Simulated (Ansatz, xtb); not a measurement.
# Relative energy of two structures of BrH3Si3

Structure I is a singlet given by its coordinates and structure II is a singlet given by its coordinates. Both are isolated molecules in the gas phase, relaxed with BLYP-D3(BJ)/def2-SVP.

I (Å):

```xyz
7

Br   -2.9509    3.7832   -2.6674
Si   -0.7926   -0.6945   -1.8070
Si   -0.4975    1.3213   -0.7983
Si   -2.3741    1.6910   -2.0328
H    -1.9478   -1.2923   -2.5749
H     0.3585   -1.6620   -1.9277
H    -3.4025    0.8138   -2.7055
```

Close contacts (Å): Br1–Si4 2.26, Si2–Si3 2.27, Si2–Si4 2.87, Si3–Si4 2.28, Si2–H5 1.51, Si2–H6 1.51, Si4–H7 1.51.

II (Å):

```
atom    x (Å)    y (Å)    z (Å)
  Br   1.2000   0.8612  -2.7666
  Si   1.8750   1.2243   0.9910
  Si   0.5670  -0.4868   0.4848
  Si  -0.5996   0.4171  -1.3734
   H   2.7166   1.9334  -0.0193
   H   2.1243   1.7466   2.3769
   H  -0.2904  -0.7029   1.7152
```

Close contacts (Å): Br1–Si4 2.32, Si2–Si3 2.21, Si3–Si4 2.37, Si2–H5 1.49, Si2–H6 1.50, Si3–H7 1.52.

**Question.** Estimate which is lower in electronic energy at CCSD(T)/def2-SVP + ΔMP2/def2-TZVPP, and by roughly how much.

**Answer.** The CCSD(T)/def2-SVP + ΔMP2/def2-TZVPP calculation puts structure I lower, by 8.3 kcal/mol.

The same difference at several levels:

```csv
level,geometry,E(II) − E(I) (kcal/mol),departure from the last row (kcal/mol),"job, with rough time for the two"
BLYP-D3(BJ)/def2-SVP,BLYP-D3(BJ)/def2-SVP,+3.4,−5.0,"optimisation, 4.5 min"
HF/def2-SVP,BLYP-D3(BJ)/def2-SVP,+3.3,−5.0,part of the CCSD(T) run
MP2/def2-SVP,BLYP-D3(BJ)/def2-SVP,+9.7,+1.3,part of the CCSD(T) run
CCSD(T)/def2-SVP,BLYP-D3(BJ)/def2-SVP,+5.5,−2.8,single point
CCSD(T)/def2-SVP + ΔMP2/def2-TZVPP,BLYP-D3(BJ)/def2-SVP,+8.3,,"single point, 2.1 min"
```

None of the levels shown reverses the order. The largest departure from CCSD(T)/def2-SVP + ΔMP2/def2-TZVPP is that of HF/def2-SVP, 5.0 kcal/mol. Levels run at GFN2-xTB geometries aren't shown. The last row adds to CCSD(T) the change of the MP2 difference between the two basis sets, here +2.8 kcal/mol.

With harmonic frequencies from BLYP-D3(BJ)/def2-SVP (ideal gas, rigid rotor, one conformer each, 298.15 K, 1 atm): on the last row, ΔE + ΔZPE = +8.1 kcal/mol. A mode under 50 cm⁻¹ makes harmonic enthalpies and free energies unreliable, so none is given.

The correlated steps freeze 24 core orbitals; the filled d shell of Br is correlated, in a basis made for valence electrons. Run with Ansatz 0.2.0; the last row on 1 thread of AMD EPYC (Zen 3) on a shared host.
